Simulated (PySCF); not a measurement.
Si(H)(F)(Et)(OH) (C2H7FOSi), SMILES CC[SiH](O)F. Atoms are numbered in the order given.

```xyz
12

Si    -0.4438     0.3701     0.2407
O     -1.2018    -1.0251     0.7643
F     -1.4060     1.1618    -0.8315
C      1.1817     0.0194    -0.6305
C      2.1839    -0.7658     0.2285
H     -0.3107     1.2192     1.4627
H     -1.3038    -1.7223     0.0932
H      0.9509    -0.5272    -1.5725
H      1.6103     0.9931    -0.9555
H      2.4562    -0.2084     1.1487
H      3.1249    -0.9754    -0.3197
H      1.7606    -1.7378     0.5549
```

The structure is a stationary point at PBE-D3(BJ)/def2-SVP. The values are those of a single conformer.

All values below come from PBE-D3(BJ)/def2-SVP in PySCF 2.14.0.

Frequencies are harmonic and unscaled.

Task: Estimate the vibrational spectrum. (An estimate is asked for; the answer gives what the named calculation found.)

Result: 
```tsv
mode	ν (cm⁻¹)	IR (km/mol)	moving atoms (share of kinetic energy)
1	68	1.1	H 39 %, C 35 %, F 12 %, O 10 %
2	136	1.1	C 26 %, H 25 %, O 25 %, F 17 %
3	181	6.3	H 76 %, Si 9 %
4	233	39.2	H 75 %, F 12 %
5	283	36.7	C 31 %, F 31 %, H 18 %, O 16 %
6	317	35.5	H 48 %, Si 24 %, O 14 %, C 9 %
7	356	53.8	O 24 %, H 22 %, F 22 %, Si 18 %, C 15 %
8	625	4.6	H 59 %, C 32 %
9	666	55.8	H 46 %, C 26 %, Si 19 %
10	761	29.9	H 69 %, O 18 %
11	800	14.5	H 75 %, F 19 %
12	839	238.8	H 39 %, Si 32 %, F 15 %, O 13 %
13	866	105.5	H 75 %, O 12 %, Si 9 %
14	905	96.6	H 35 %, Si 30 %, O 18 %, F 14 %
15	952	18.5	H 79 %, C 17 %
16	960	72.0	H 59 %, Si 20 %, C 13 %
17	1024	20.9	C 70 %, H 29 %
18	1202	2.5	H 79 %, C 21 %
19	1218	9.8	H 58 %, C 41 %
20	1346	1.0	H 82 %, C 18 %
21	1377	5.0	H 91 %, C 9 %
22	1425	6.6	H 97 %
23	1428	7.1	H 97 %
24	2221	122.6	H 97 %
25	2966	10.0	H 94 %
26	2968	28.7	H 97 %
27	3015	4.0	H 91 %, C 9 %
28	3053	18.4	H 91 %, C 9 %
29	3057	18.3	H 91 %, C 9 %
30	3764	64.0	H 94 %
```
